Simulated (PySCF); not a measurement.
C4H4ClF, SMILES C=C(Cl)/C=C\F. Atoms are numbered in the order given.

```xyz
10

C      1.1048    -1.9845     0.0000
C      0.4670    -0.8020     0.0000
Cl    -1.2869    -0.7829     0.0000
C      1.1705     0.4759     0.0000
C      0.7055     1.7332     0.0000
F     -0.5772     2.0801     0.0000
H      0.5566    -2.9269     0.0000
H      2.1967    -2.0150     0.0000
H      2.2608     0.3940     0.0000
H      1.3714     2.6013     0.0000
```
Charge 0, spin multiplicity 1.

Geometry optimised at B3LYP-D3(BJ)/def2-SVP. The structure was generated by enumeration; whether it is a known compound was not checked. One conformer was computed; it need not be the lowest.

Two levels are set side by side: PBE/pcSseg-1 (PySCF) and PBE0/pcSseg-1 (PySCF). GIAO shifts against CFCl3 (¹⁹F), HCl (³⁵Cl), TMS (¹H), TMS (¹³C) at the same level; non-relativistic, no solvent, atoms listed together averaged. Without spin–orbit terms, shifts of atoms bonded to Cl or Br come out too high at both levels. Differences are taken from unrounded values.

```tsv
quantity	PBE0	PBE	PBE minus PBE0
δ(¹³C) of C1 (ppm)	125.3	121.5	-3.8
δ(¹³C) of C2 (ppm)	150.6	150.0	-0.5
δ(³⁵Cl) of Cl3 (ppm)	256.1	284.2	28.2
δ(¹³C) of C4 (ppm)	117.2	116.6	-0.6
δ(¹³C) of C5 (ppm)	159.9	159.1	-0.8
δ(¹⁹F) of F6 (ppm)	-113.4	-120.4	-7.0
δ(¹H) of H7, H8 (ppm)	5.71	5.56	-0.14
δ(¹H) of H9 (ppm)	5.48	5.44	-0.04
δ(¹H) of H10 (ppm)	6.77	6.81	0.04
```

Rough cost on one machine, each run with all the roots and properties that it gave: PBE0 against PBE within a factor of 2.
